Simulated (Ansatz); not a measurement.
A nudged elastic band was laid between two geometries of AsH₄O (6 atoms, charge 1, multiplicity 1).

All numbers below come from RKS r2SCAN-D4/def2-SVP in Ansatz 0.2.0.

```yaml
movable_images: 5
climbing_image: yes
spring: 5.0 eV/Å²
optimiser: quadratic models (default)
start_path: through a guess of the saddle point
force_threshold: 0.05 eV/Å
iteration_limit: 60
end_points: relaxed
```

Initial state:

```xyz
6
Properties=species:S:1:pos:R:3
O -0.054 -0.875 0.089
As 0.441 1.081 0.252
H -0.447 -1.285 0.886
H 0.652 -1.469 -0.234
H 0.456 1.148 -1.270
H -1.049 1.400 0.277
```

Final state:

```xyz
6
Properties=species:S:1:pos:R:3
O -0.824 -1.020 -0.176
As 0.232 0.336 -0.108
H -0.972 -1.481 0.671
H 1.611 -0.053 0.335
H 0.250 0.810 -1.521
H -0.297 1.408 0.799
```

Which bonds break or form, and what moves?

Bonds broken: O1–H4. Bonds formed: As2–H4.

What energy profile does the band end with?

The forces met the threshold. The highest image is number 4 of 0 to 6, 2.43 eV above the first end and 2.07 eV above the last; the last end lies 0.35 eV above the first. The profile has 2 maxima (images 2, 4) with wells between them (image 3): this band takes more than one step, which may be the mechanism or a detour left from its start path. A structure lower than the first end lies on the path between it and the top, so the climb from that side starts below the end, which may itself be a saddle point or a shallow side well. Neighbouring images differ by up to 2.4 eV, so the band resolves the path poorly. A vibrational analysis at the climbing image gives one clearly imaginary mode, 1390i cm⁻¹: a first-order saddle point. The orbitals stay closed-shell, which can raise the energy where a bond breaks towards radicals; this wasn't checked here. Limits of this set-up: the dipole of an ion depends on the origin.

```csv
image,path coordinate (Å),energy (eV),O1–H4 (Å),As2–H4 (Å)
0,0.00,0.00,0.98,2.60
1,0.93,-0.02,0.98,2.59
2,1.86,0.10,0.98,2.61
3,2.79,0.06,0.98,2.40
4,3.72,2.43,1.49,1.59
5,4.30,1.08,2.12,1.49
6,4.89,0.35,2.67,1.50
```

What is the geometry of the highest image?


```xyz
6
Properties=species:S:1:pos:R:3
O -0.262 -1.124 -0.070
As 0.422 0.630 -0.146
H -0.895 -1.295 0.660
H 1.106 -0.708 0.360
H 0.089 1.040 -1.557
H -0.459 1.458 0.752
```

The band took 46 iterations and of the order of 4 core-minutes.

The run took 4 min on 1 CPU thread of a shared host.
